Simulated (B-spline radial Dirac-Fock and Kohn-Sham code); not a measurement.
**Binding energies of Pr at several levels of theory**

System: the Pr atom, configuration [Xe] 4f3 6s1 6p1 (not the ground configuration).

The density-functional columns are spherical, spin-unpolarised Dirac-Kohn-Sham results without Breit or QED terms: −ε is minus the orbital energy of the initial state and ΔSCF the difference of two total energies. The reference in the last column comes from ΔSCF Dirac-Fock with Breit, self-energy and vacuum polarisation, finite nucleus, configuration average. All numbers are from a radial B-spline solver, in eV; a selection of levels is shown. The Kohn-Sham columns are given as differences from the reference. For the 1s level of heavy atoms much of the gap between ΔSCF and the reference is the Breit and QED part, -165.0 eV here; for other levels the error of the functional can be larger.

```
level  LDA −ε − DF  LDA ΔSCF − DF  Dirac-Fock
   1s       -258.6         +152.7     41991.9
   2s       -131.0          -57.9      6844.2
2p1/2        -96.5           -4.1      6444.5
2p3/2       -101.8          -17.4      5968.1
   3s        -64.0          -41.9      1512.7
3p1/2        -50.3          -27.0      1343.2
3p3/2        -49.5          -27.5      1247.0
3d3/2        -30.1           -4.5       954.6
3d5/2        -30.6           -5.5       934.5
   4s        -28.4          -19.3       316.8
4p1/2        -21.6          -12.7       251.7
4p3/2        -21.7          -13.1       231.2
4d3/2         -9.1           -1.0       122.7
4d5/2         -9.2           -1.1       119.1
   4f         -2.8           +3.5        5.35
5p1/2         -3.5           +1.2       28.21
5p3/2         -3.5           +1.0       25.39
   6s         -1.4           +0.9        5.64
   6p         -1.2           +0.5        3.06
```

Values without a named source are computed, but for edge energies of neutral atoms, which are taken from tables.
